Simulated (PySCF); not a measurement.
ITeN: from structure and modes to constants

All numbers come from PySCF, B3LYP, basis Te def2-TZVP with ECP28, N def2-TZVP, I def2-TZVP with ECP28 (scalar-relativistic core potentials, no spin–orbit coupling, density fitting).

The singlet minimum has Cs symmetry. Masses (u): Te 129.90622, N 14.00307, I 126.90447.

```xyz
3
charge 0 multiplicity 1, angstrom
Te    0.0089   -1.2992    0.0000
N     1.7270   -1.8838    0.0000
I    -0.1996    1.5359    0.0000
```

Harmonic wavenumbers (cm⁻¹): 140.5 (a', ×1), 182.3 (a', ×1), 904.5 (a', ×1).

Find the principal moments of inertia and the rotational constants. What kind of rotor is it?

About the centre of mass I = 33.026, 582.13, 615.16 u Å². With B = 16.8576/I this gives 0.5104, 0.02896, 0.0274 cm⁻¹. The molecule is an asymmetric top with κ = -0.99.

What is the harmonic zero-point energy?

Half the sum of all 3 wavenumbers, 1227/2 = 614 cm⁻¹, which is 7.3 kJ/mol (1 cm⁻¹ = 0.0119627 kJ/mol).

Find the vibrational entropy and heat capacity at 298.15 K.

With u = 1.43878 ω/T, each mode gives S = R[u/(eᵘ−1) − ln(1−e⁻ᵘ)] and C = R u² eᵘ/(eᵘ−1)².
| ω (cm⁻¹) | u | S (J/(mol K)) | C (J/(mol K)) |
| --- | --- | --- | --- |
| 140.5 | 0.678 | 11.70 | 8.00 |
| 182.3 | 0.880 | 9.64 | 7.80 |
| 904.5 | 4.365 | 0.57 | 2.07 |
The sums over all modes are S = 21.9 and C = 17.9 J/(mol K); the softest mode gives 53 % of the entropy.

Give the standard entropy (298.15 K, 1 bar) by its translational, rotational, vibrational and spin parts, and Cp.

Sackur–Tetrode with M = 270.81 u gives 178.7; rotation with symmetry number 1 gives 116.2; vibration 21.9; spin R ln 1 = 0.0. The total is 316.9 J/(mol K), and Cp = 4 R + 17.9 = 51.1 J/(mol K).

Only a few start shapes were tried, so a lower isomer may exist.
